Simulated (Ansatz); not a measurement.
## GeH2OSiSn: where a starting geometry ends

The starting geometry of this gas-phase singlet was optimised with GFN2-xTB.

```xyz
6

Ge   -0.2579   -4.2002    0.9605
O     1.1818   -3.4348    1.0271
Si   -0.5360   -1.0051   -0.6513
Sn    0.8943   -2.8729   -1.3126
H    -1.2064    0.0402   -1.4479
H    -1.0504   -0.6343    0.6811
```

Problem. Where would you expect an optimisation with r2SCAN-D4/def2-SVP to take it?

Solution. A new bond forms, giving a structure given below by its coordinates. Distances that change by over a tenth: Ge1–Sn4 (2.87 → 3.20 Å), O2–Sn4 (2.42 → 2.07 Å). Contacts that close: Ge1–Si3 (3.59 → 2.51 Å).

The energy falls by 0.98 eV over 15 steps:

```
step  E − E(last) (eV)
   1             0.975
   3             0.516
   4             0.373
   6             0.157
   7             0.105
   9             0.043
  10             0.019
  12             0.000
  13             0.000
  15             0.000
```

Final geometry (Å):

```csv
atom,x (Å),y (Å),z (Å)
Ge,-0.8887,-3.5757,0.6782
O,0.9036,-3.4917,0.6653
Si,-0.6854,-1.3642,-0.4982
Sn,1.6081,-2.5534,-1.0442
H,-1.6312,-0.5065,-1.2893
H,-0.2809,-0.6156,0.7453
```

No frequencies were run, so the end isn't proven a minimum. Atoms past krypton carry core potentials, without spin–orbit terms. Run with Ansatz 0.2.0, 2.6 min on 1 thread of Arm Neoverse N1, with other jobs on the host.
